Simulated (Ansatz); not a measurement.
Energy profile

The step: SiH₄ + HF → SiH₃F ([F][SiH3]) + H₂; bonds formed: Si1–F7, H2–H6; bonds broken: Si1–H2, H6–F7 (atoms numbered as in the saddle structure below).

```
7
angstrom
Si -0.3265 0.3239 -0.0623
H 0.5919 -0.8942 -0.8035
H -0.8977 0.4770 -1.4383
H -1.4781 -0.0934 0.7626
H 0.3197 1.6247 0.2047
H 0.9267 -0.9415 0.1072
F 0.8639 -0.4964 1.2296
```

Electronic energies by CCSD(T) at an estimated basis limit (MP2 extrapolated from triple and quadruple zeta, plus CCSD(T) − MP2 in triple zeta), on PBE0-D4/def2-TZVP structures; SiH₅F, singlet; no counterpoise correction. Computed with Ansatz 0.2.0 (basis: def2-TZVPP and def2-QZVPP); correlated methods freeze the cores. Extrapolation: Hartree–Fock as exp(−7.88 √X), correlation as X^−2.97.

Problem. Give the profile in kJ/mol, counted from the separated reactants. (To be estimated.)

Solution. By the calculation:
```json
{"point": "separated: SiH₄ (Si1, H2, H3, H4, H5; singlet) + HF (H6, F7; singlet)", "kJ/mol": "0.0"}
{"point": "start structure", "kJ/mol": "-5.0"}
{"point": "saddle", "kJ/mol": "143.8"}
{"point": "end structure", "kJ/mol": "-107.1"}
{"point": "separated: SiH₃F (linked as [F][SiH3]; Si1, H3, H4, H5, F7; singlet) + H₂ (H2, H6; singlet)", "kJ/mol": "-105.4"}
```

The T1 diagnostic stays at or below 0.014.

For scale, one of the runs: CCSD(T)/def2-TZVPP, 143 basis functions, launched by `ansatz run in.yaml --threads 2 --pin off --events-out ev --progress --plain --max-ram 4352MiB`. Time: 10 s of wall clock on 2 CPU threads of an Arm Neoverse V1; the host was shared. Peak host memory: 0.81 GiB.
